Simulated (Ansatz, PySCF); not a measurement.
C2H7O, SMILES CC[OH2+], charge +1. Atoms are numbered in the order given.

```xyz
10

C     -0.2834     1.2829     0.0000
C      0.6218     0.0940     0.0000
O     -0.1977    -1.2376     0.0000
H      0.3560     2.1704     0.0000
H     -0.9056     1.3319    -0.8944
H     -0.9056     1.3319     0.8944
H      1.2280    -0.0304     0.8925
H      1.2280    -0.0304    -0.8925
H     -0.7485    -1.3565    -0.7968
H     -0.7485    -1.3565     0.7968
```
Charge +1, spin multiplicity 1.

The structure is a stationary point at B3LYP-D3(BJ)/def2-TZVP. The isomer is the one that the SMILES or the coordinates give; other isomers of the formula were not compared.

Two levels are set side by side: PBE-D3(BJ)/def2-TZVP (Ansatz, a first-principles code) and B3LYP-D3(BJ)/def2-TZVP (Ansatz). Each level has its own optimised geometry; the coordinates shown are those of the second. Frequencies come from the Hessian of PySCF at each geometry. Differences are taken from unrounded values.

```
quantity                            B3LYP-D3(BJ)
----------------------------------  ------------
mean bond length (Å)                       1.162
bond C1–C2 (Å)                             1.494
bond C2–O3 (Å)                             1.564
bond C1–H4 (Å)                             1.094
bond C1–H5 (Å)                             1.091
bond C1–H6 (Å)                             1.091
bond C2–H7 (Å)                             1.086
bond C2–H8 (Å)                             1.086
bond O3–H9 (Å)                             0.976
bond O3–H10 (Å)                            0.976
highest harmonic wavenumber (cm⁻¹)          3711
mean harmonic wavenumber (cm⁻¹)             1681
zero-point energy (kcal/mol)               57.67
```

### Question
What does PBE-D3(BJ) give, and how far is it from B3LYP-D3(BJ)? (Estimate from the structure and the level; the computed values follow.)

### Answer

```csv
quantity,PBE-D3(BJ),PBE-D3(BJ) minus B3LYP-D3(BJ)
mean bond length (Å),1.170,0.008
bond C1–C2 (Å),1.494,0.000
bond C2–O3 (Å),1.569,0.006
bond C1–H4 (Å),1.103,0.009
bond C1–H5 (Å),1.099,0.008
bond C1–H6 (Å),1.099,0.008
bond C2–H7 (Å),1.096,0.010
bond C2–H8 (Å),1.096,0.010
bond O3–H9 (Å),0.985,0.009
bond O3–H10 (Å),0.985,0.009
highest harmonic wavenumber (cm⁻¹),3607,-104
mean harmonic wavenumber (cm⁻¹),1639,-42
zero-point energy (kcal/mol),56.24,-1.43
```

Exact exchange shortens and stiffens bonds; PBE has none. Differences between two approximate levels are no errors against the true value.
